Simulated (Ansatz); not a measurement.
Coupled-cluster run, `[CH3][Al]([OH])[OH]`.

```yaml
crystal:
  periodic: [false, false, false]
  atoms:
    - {symbol: C, position_ang: [-0.048532, 1.086897, -1.053153]}
    - {symbol: Al, position_ang: [0.022737, -0.299849, 0.292109]}
    - {symbol: O, position_ang: [1.027406, -1.641608, 0.023725]}
    - {symbol: O, position_ang: [-0.918634, -0.136706, 1.695555]}
    - {symbol: H, position_ang: [-0.449279, 0.697827, -1.993619]}
    - {symbol: H, position_ang: [-0.676326, 1.922521, -0.737759]}
    - {symbol: H, position_ang: [0.950901, 1.472359, -1.272774]}
    - {symbol: H, position_ang: [1.135639, -2.382262, 0.615903]}
    - {symbol: H, position_ang: [-0.955312, -0.765378, 2.412915]}
basis:
  gaussian: {orbitals: def2-TZVPP}
correlation: {method: ccsd_t}
output: {orbitals: {seedname: orbitals}}
```

```sh
$ ansatz run in.yaml --threads 4 --pin off --events-out ev --progress --plain --max-ram 10444MiB
```

Log, shortened:

```
Functional definition: HF
1227 factors; integrals over basis functions are off by at most 1.1e-3 eV
mean field evaluation 1: about -11767.2128 eV, gradient 5.6e1 eV
mean field evaluation 2: about -11767.3111 eV, gradient 5.6e1 eV
mean field evaluation 4: about -11772.9146 eV, gradient 3.3e0 eV
mean field evaluation 8: about -11772.9793 eV, gradient 2.3e-1 eV
mean field -11772.97960323 eV, -432.6490204064 hartree, gradient 6.4e-6 eV, S^2 0.000000; 0 other end points of the search recorded, 0 dependent functions left out
8 core orbitals not correlated: weight in the atoms' cores, before any rotation towards them, 1.000 or more for the frozen orbitals, at most 0.000 for the correlated occupied ones
reference -11772.97960323 eV, -432.6490204064 hartree; 12, 12 occupied and 185, 185 virtual orbitals, 1227 factors
second order -20.22921503 eV of doubles, -0.00000000 eV of singles
cycle   1  -20.29842779 eV  change   -6.9e-2 eV  update   9.0e-2
cycle   2  -20.71466119 eV  change   -4.2e-1 eV  update   2.6e-2
cycle   3  -20.82032403 eV  change   -1.1e-1 eV  update   1.3e-2
cycle   4  -20.81022356 eV  change    1.0e-2 eV  update   3.1e-3
cycle   5  -20.80937959 eV  change    8.4e-4 eV  update   1.4e-3
cycle   6  -20.80984240 eV  change   -4.6e-4 eV  update   3.9e-4
cycle   7  -20.80958806 eV  change    2.5e-4 eV  update   1.4e-4
cycle   8  -20.80955019 eV  change    3.8e-5 eV  update   3.5e-5
cycle   9  -20.80955708 eV  change   -6.9e-6 eV  update   1.2e-5
perturbative correction -0.72407471 eV, -0.0266092548 hartree
Total energy: -11794.51323501 eV, -433.4403667786 hartree
```

It took 37 s on 4 threads of an Arm Neoverse V1 on a shared host, with 2.7 GiB of host memory at the peak.

MP2 recovers 93.9 % of the CCSD(T) correlation energy and the triples give 3.4 %; T1 = 0.0117.
